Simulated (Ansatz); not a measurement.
Relaxation of a periodic cell of 17 atoms, Si₁₆O (host Si, host structure diamond, interstitial O), to a largest force component of 0.08 eV/Å in at most 25 steps.

Computed with Ansatz, DFT PBE, scalar-relativistic, plane waves, PAW. Settings: accuracy low, cutoff 420 eV, k mesh 2x2x2, fermi-dirac smearing 0.02 eV, spin collinear.

```xyz
17
Lattice="0.0000 5.4300 5.4300 5.4300 0.0000 5.4300 5.4300 5.4300 0.0000" Properties=species:S:1:pos:R:3
Si 0.000 0.000 0.000
Si 1.357 1.357 1.357
Si 2.715 2.715 0.000
Si 4.072 4.072 1.357
Si 2.715 0.000 2.715
Si 4.072 1.357 4.072
Si 5.430 2.715 2.715
Si 6.787 4.072 4.072
Si 0.000 2.715 2.715
Si 1.357 4.072 4.072
Si 2.715 5.430 2.715
Si 4.072 6.787 4.072
Si 2.715 2.715 5.430
Si 4.072 4.072 6.787
Si 5.430 5.430 5.430
Si 6.787 6.787 6.787
O 8.764 7.463 7.447
```

Question: Where does it end, and by what steps?

Answer: It converged. The threshold is loose, so the end isn't yet a minimum. Limits of this set-up: coarse k mesh, low accuracy level. After 9 steps the energy has fallen by 2.426 eV; O17 moved furthest, 0.89 Å.

```json
{"step": "0", "energy less start (eV)": "0.0000", "largest force component (eV/Å)": "0.342", "accepted": "yes"}
{"step": "1", "energy less start (eV)": "-0.0347", "largest force component (eV/Å)": "0.535", "accepted": "yes"}
{"step": "2", "energy less start (eV)": "-0.1837", "largest force component (eV/Å)": "1.204", "accepted": "yes"}
{"step": "3", "energy less start (eV)": "-0.4807", "largest force component (eV/Å)": "0.975", "accepted": "yes"}
{"step": "4", "energy less start (eV)": "-0.8932", "largest force component (eV/Å)": "1.587", "accepted": "yes"}
{"step": "5", "energy less start (eV)": "-1.6202", "largest force component (eV/Å)": "1.554", "accepted": "yes"}
{"step": "6", "energy less start (eV)": "-2.2189", "largest force component (eV/Å)": "1.374", "accepted": "yes"}
{"step": "7", "energy less start (eV)": "-2.4038", "largest force component (eV/Å)": "0.303", "accepted": "yes"}
{"step": "8", "energy less start (eV)": "-2.4236", "largest force component (eV/Å)": "0.086", "accepted": "yes"}
{"step": "9", "energy less start (eV)": "-2.4258", "largest force component (eV/Å)": "0.014", "accepted": "yes"}
```

```xyz
17
Lattice="0.0000 5.4300 5.4300 5.4300 0.0000 5.4300 5.4300 5.4300 0.0000" Properties=species:S:1:pos:R:3
Si -0.076 0.009 0.103
Si 1.352 1.376 1.371
Si 2.723 2.702 0.002
Si 3.996 4.055 1.438
Si 2.791 0.026 2.643
Si 4.101 1.361 4.054
Si 5.427 2.724 2.730
Si 6.887 4.072 4.004
Si -0.025 2.731 2.710
Si 1.229 3.893 4.327
Si 2.635 5.190 2.994
Si 4.060 6.773 4.057
Si 3.020 2.898 5.408
Si 4.335 4.307 6.712
Si 5.670 5.606 5.311
Si 6.769 6.596 7.094
O 8.168 7.443 6.789
```

The run took 2.1 min on 1 thread of Arm Neoverse V2, on a shared host, peak memory 0.69 GiB.
